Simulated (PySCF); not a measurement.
Job file and geometry (Å, from GFN2-xTB) of a spin–spin coupling run on `C[BH2-]C(C)C`, [C4H12B]-, PySCF, B3LYP/pcJ-1 indirect spin-spin coupling, non-relativistic, gas phase; density fitting, a coarse starting grid and PySCF grid level 2 are the driver's defaults:

```
{"job": {"kind": "j", "xc": "B3LYP", "basis": "pcJ-1"}, "charge": -1, "multiplicity": 1}
C      2.026121    -0.833140    -0.068960
B      0.966201     0.248399     0.586955
C     -0.418230     0.333834    -0.333640
C     -1.202960    -0.976557    -0.361277
C     -1.348764     1.446447     0.147701
H      2.226299    -0.625409    -1.124772
H      1.670452    -1.866027    -0.013210
H      2.994226    -0.813298     0.441722
H      1.488831     1.357600     0.609291
H      0.683804    -0.082606     1.731752
H     -0.147768     0.570059    -1.375335
H     -0.592887    -1.776716    -0.775956
H     -2.120288    -0.901990    -0.963006
H     -1.487967    -1.261615     0.651613
H     -1.655802     1.255159     1.175907
H     -0.832047     2.404844     0.128198
H     -2.256219     1.533043    -0.466893
```

**Question.** Write the output of this run.

**Answer.** 
```
coarse grid: 12872 points
cycle   1  E = -184.3372789794  dE =  4.191e-02  |g| = 7.419e-01  |ddm| = 2.902e+00
cycle   2  E = -184.1732908876  dE =  1.640e-01  |g| = 1.070e+00  |ddm| = 2.524e+00
cycle   3  E = -184.5128198206  dE = -3.395e-01  |g| = 6.944e-02  |ddm| = 1.639e+00
cycle   4  E = -184.5135023238  dE = -6.825e-04  |g| = 4.510e-02  |ddm| = 9.556e-02
cycle   5  E = -184.5139742265  dE = -4.719e-04  |g| = 5.324e-03  |ddm| = 3.623e-02
cycle   6  E = -184.5139805450  dE = -6.319e-06  |g| = 1.789e-03  |ddm| = 7.056e-03
final grid: 120504 points
cycle   7  E = -184.5548178127  dE = -1.033e-04  |g| = 7.353e-03  |ddm| = 2.530e-02
cycle   8  E = -184.5548089632  dE =  8.850e-06  |g| = 9.297e-03  |ddm| = 1.353e-02
cycle   9  E = -184.5548308585  dE = -2.190e-05  |g| = 4.788e-04  |ddm| = 8.255e-03
cycle  10  E = -184.5548308824  dE = -2.391e-08  |g| = 3.629e-04  |ddm| = 9.141e-04
cycle  11  E = -184.5548309176  dE = -3.525e-08  |g| = 3.098e-05  |ddm| = 3.856e-04
cycle  12  E = -184.5548309178  dE = -1.824e-10  |g| = 1.238e-05  |ddm| = 3.520e-05
converged SCF energy = -184.5548309178

Indirect spin-spin couplings (Hz)
  i      j    bonds     total        FC       PSO       DSO        SD
  0 C    1 B    1     41.369    40.999    -0.430     0.181     0.619
  0 C    2 C    2      0.689     0.833    -0.182     0.038         -
  0 C    3 C    3      1.048     1.089    -0.051     0.010         -
  0 C    4 C    3      7.191     7.210     0.029    -0.047         -
  0 C    5 H    1    115.902   113.391     1.965     0.546         -
  0 C    6 H    1    115.381   112.860     1.970     0.551         -
  0 C    7 H    1    116.276   113.772     1.993     0.510         -
  0 C    8 H    2     -0.392    -0.328    -0.030    -0.034         -
  0 C    9 H    2      0.217     0.266    -0.013    -0.036         -
  0 C   10 H    3      2.829     2.818    -0.066     0.077         -
  0 C   11 H    4      0.406     0.373    -0.205     0.238         -
  0 C   13 H    4     -0.229    -0.208     0.048    -0.070         -
  0 C   15 H    4      0.295     0.317     0.126    -0.148         -
  0 C   16 H    4      2.159     2.180     0.230    -0.250         -
  1 B    2 C    1     41.737    41.492    -0.676     0.250     0.672
  1 B    3 C    2     -0.189    -0.061    -0.092     0.009    -0.045
  1 B    4 C    2      0.484     0.606    -0.103     0.013    -0.031
  1 B    5 H    2     -4.189    -4.257     0.184    -0.218     0.103
  1 B    6 H    2     -4.208    -4.276     0.182    -0.223     0.108
  1 B    7 H    2     -3.896    -3.923     0.157    -0.233     0.104
  1 B    8 H    1     85.479    84.809    -0.327     0.899     0.098
  1 B    9 H    1     86.893    86.227    -0.352     0.915     0.103
  1 B   10 H    2     -3.453    -3.495     0.028    -0.080     0.094
  1 B   11 H    3      1.075     1.136    -0.074     0.024    -0.010
  1 B   12 H    3      6.887     6.919     0.458    -0.498     0.008
  1 B   13 H    3      2.515     2.540    -0.078     0.060    -0.007
  1 B   14 H    3      2.213     2.250    -0.093     0.062    -0.005
  1 B   15 H    3      1.766     1.812    -0.111     0.073    -0.007
  1 B   16 H    3      7.540     7.579     0.445    -0.493     0.008
  2 C    3 C    1     30.593    31.145    -0.744     0.192         -
  2 C    4 C    1     30.888    31.409    -0.709     0.189         -
  2 C    5 H    3      3.581     3.573    -0.115     0.122         -
  2 C    6 H    3      0.909     0.962    -0.084     0.032         -
  2 C    7 H    3     10.034    10.071     0.241    -0.277         -
  2 C    8 H    2     -1.321    -1.263    -0.160     0.102         -
  2 C    9 H    2     -1.247    -1.265    -0.075     0.093         -
  2 C   10 H    1    119.383   117.024     1.365     0.994         -
  2 C   11 H    2     -2.266    -2.274     0.122    -0.113         -
  2 C   12 H    2     -3.273    -3.322     0.230    -0.181         -
  2 C   13 H    2     -2.942    -3.045     0.213    -0.110         -
  2 C   14 H    2     -3.146    -3.254     0.225    -0.117         -
  2 C   15 H    2     -2.134    -2.147     0.143    -0.130         -
  2 C   16 H    2     -3.137    -3.181     0.233    -0.188         -
  3 C    4 C    2     -0.261     0.003    -0.266     0.003         -
  3 C    5 H    4     -0.190    -0.172     0.029    -0.047         -
  3 C    6 H    4      0.260     0.237    -0.154     0.177         -
  3 C    8 H    3      8.157     8.183     0.276    -0.302         -
  3 C    9 H    3      5.145     5.136    -0.025     0.034         -
  3 C   10 H    2     -1.990    -1.888     0.016    -0.117         -
  3 C   11 H    1    127.883   125.965     1.244     0.674         -
  3 C   12 H    1    120.217   118.047     1.496     0.674         -
  3 C   13 H    1    129.180   127.293     1.202     0.686         -
  3 C   14 H    3      2.839     2.902    -0.057    -0.007         -
  3 C   15 H    3     13.221    13.287     0.392    -0.458         -
  3 C   16 H    3      3.657     3.694    -0.046     0.009         -
  4 C    5 H    4     -0.316    -0.307     0.167    -0.176         -
  4 C    6 H    4     -0.291    -0.271     0.201    -0.220         -
  4 C    7 H    4      0.263     0.265     0.238    -0.240         -
  4 C    8 H    3      4.973     4.977    -0.061     0.057         -
  4 C    9 H    3      2.600     2.616    -0.025     0.009         -
  4 C   10 H    2     -2.759    -2.640     0.005    -0.124         -
  4 C   11 H    3     13.651    13.708     0.396    -0.453         -
  4 C   12 H    3      4.073     4.107    -0.048     0.015         -
  4 C   13 H    3      2.587     2.646    -0.044    -0.016         -
  4 C   14 H    1    128.896   127.010     1.218     0.668         -
  4 C   15 H    1    129.244   127.384     1.221     0.639         -
  4 C   16 H    1    119.187   117.014     1.511     0.661         -
  5 H    6 H    2    -11.359   -11.630     2.728    -2.456         -
  5 H    7 H    2    -12.602   -12.856     2.810    -2.557         -
  5 H    8 H    3      2.692     2.756     0.344    -0.408         -
  5 H    9 H    3     11.011    11.123     1.868    -1.980         -
  6 H    7 H    2    -12.705   -12.967     2.784    -2.522         -
  6 H    8 H    3     11.942    12.055     1.867    -1.979         -
  6 H    9 H    3      4.706     4.756     0.126    -0.175         -
  6 H   10 H    4     -0.249    -0.172     0.374    -0.451         -
  7 H    8 H    3      4.216     4.290     0.119    -0.193         -
  7 H    9 H    3      1.927     2.009     0.356    -0.438         -
  7 H   10 H    4     -0.186    -0.118     1.069    -1.136         -
  7 H   12 H    5     -0.259    -0.190     1.237    -1.306         -
  7 H   16 H    5      0.290     0.337     1.058    -1.106         -
  8 H    9 H    2     -7.566    -7.673     0.875    -0.769         -
  8 H   10 H    3      2.252     2.270     0.077    -0.095         -
  8 H   12 H    4      1.811     1.866     1.341    -1.396         -
  8 H   13 H    4     -0.177    -0.119     0.971    -1.030         -
  8 H   14 H    4     -0.304    -0.248     0.190    -0.246         -
  8 H   16 H    4      0.412     0.478     1.209    -1.275         -
  9 H   10 H    3      5.174     5.263     1.814    -1.903         -
  9 H   11 H    4     -0.273    -0.199     0.274    -0.348         -
  9 H   15 H    4     -0.264    -0.203     0.350    -0.411         -
  9 H   16 H    4     -0.327    -0.258     1.240    -1.309         -
 10 H   11 H    3      3.784     3.854     0.161    -0.231         -
 10 H   12 H    3      3.582     3.663     0.289    -0.370         -
 10 H   13 H    3     13.867    13.973     2.656    -2.762         -
 10 H   14 H    3     13.960    14.072     2.665    -2.776         -
 10 H   15 H    3      3.449     3.528     0.245    -0.324         -
 10 H   16 H    3      3.987     4.073     0.269    -0.354         -
 11 H   12 H    2    -10.917   -11.075     2.621    -2.463         -
 11 H   13 H    2    -13.056   -13.200     2.568    -2.424         -
 11 H   14 H    4     -0.161    -0.065     1.507    -1.602         -
 11 H   15 H    4      2.882     2.940     1.736    -1.794         -
 12 H   13 H    2    -10.648   -10.809     2.588    -2.428         -
 12 H   14 H    4     -0.169    -0.061     0.460    -0.568         -
 12 H   16 H    4     -0.234    -0.265    -1.296     1.328         -
 13 H   14 H    4     -0.208    -0.221    -1.187     1.200         -
 13 H   15 H    4     -0.176    -0.078     1.509    -1.607         -
 13 H   16 H    4     -0.162    -0.055     0.522    -0.629         -
 14 H   15 H    2    -13.338   -13.463     2.625    -2.500         -
 14 H   16 H    2    -10.441   -10.602     2.627    -2.466         -
 15 H   16 H    2    -10.530   -10.669     2.697    -2.559         -
```

Size and cost of the density-fitted run: 255 basis functions, 41 s wall time on 1 thread of an Arm Neoverse V2, shared host.
